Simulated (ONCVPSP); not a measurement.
vanadium (V): variants of one ONCV potential

Base potential:

```
Element                 : vanadium
Generator               : ONCVPSP 4.0.1
Type                    : optimised norm-conserving Vanderbilt (ONCV)
Functional              : PBE
Relativity              : scalar-relativistic
Frozen core             : [Ne]
Valence charge          : 13
Reference configuration : 3s2 3p6 3d3 4s2
Partial waves           : 3s+4s: rc 1.80 bohr, ncon 4, nbas 8, qcut 8.5 1/bohr, 2 projectors; 3p: rc 1.60 bohr, ncon 4, nbas 9, qcut 6.9 1/bohr, 2 projectors, debl 2.4 Ha; 3d: rc 1.85 bohr, ncon 4, nbas 9, qcut 9.5 1/bohr, 3 projectors, debl 0.5 Ha
Local potential         : polynomial inside 1.15 bohr (lpopt 5, dvloc0 4 Ha)
Core correction         : none
```

Cutoffs, loose and tight: the cutoffs (Ha) at which the residual kinetic energy of the hardest occupied pseudo-wave falls to 1 and 0.1 mHa per electron. They do not see the model core or the augmentation charge, which bear on the density cutoff. Test errors are all-electron minus pseudo excitation energies from the reference, over the configurations 3s2 3p6 3d3 4s1; 3s2 3p6 3d3 4s0; 3s2 3p6 3d2 4s0; 3s2 3p6 3d4 4s0. A dash means not determined; rows that change the core or the reference have their own tests.

A true bound ghost makes a file unfit for plane-wave use even where its test errors are small: the radial tests pick states by their node count and pass the ghost by.

```csv
change,outcome,"cutoff, loose","cutoff, tight",bound ghosts,GHOST(+) flags above zero,largest test error (meV)
base,generated,31 Ha,35 Ha,s,none,+37
"all radii scaled by about 0.80 (s 1.44, p 1.28, d 1.48 bohr); local potential polynomial inside 0.92 bohr (lpopt 5, dvloc0 4 Ha)",generated,37 Ha,42 Ha,none,none,+19
"all radii scaled by about 0.87 (s 1.56, p 1.40, d 1.62 bohr); local potential polynomial inside 1.00 bohr (lpopt 5, dvloc0 4 Ha)",generated,34 Ha,39 Ha,none,none,+26
"all radii scaled by about 1.11 (s 2.00, p 1.78, d 2.04 bohr); local potential polynomial inside 1.28 bohr (lpopt 5, dvloc0 4 Ha)",generated,28 Ha,33 Ha,none,none,+57
"all radii scaled by about 1.20 (s 2.16, p 1.92, d 2.22 bohr); local potential polynomial inside 1.38 bohr (lpopt 5, dvloc0 4 Ha)",generated,26 Ha,30 Ha,none,none,+73
"all radii scaled by about 1.31 (s 2.36, p 2.10, d 2.42 bohr); local potential polynomial inside 1.50 bohr (lpopt 5, dvloc0 4 Ha)",generated,24 Ha,28 Ha,none,none,+99
```

Reading the sweep of the scale of all radii (base = 1) (base included, trends over the rows without a ghost): The loose cutoff falls from 37 Ha at 0.8 to 24 Ha at 1.31. A larger radius leaves more room for a smooth pseudo-wave, so fewer plane waves are needed; a smaller one forces it to follow the all-electron wave where it bends sharply. The median size of the test errors (rows with all tests solved) rises from 7.9 meV at 0.8 to 44.9 meV at 1.31. More of the atom is replaced by a form fitted at one configuration, so other configurations suffer as the radius grows. Bound ghosts are found at 1.
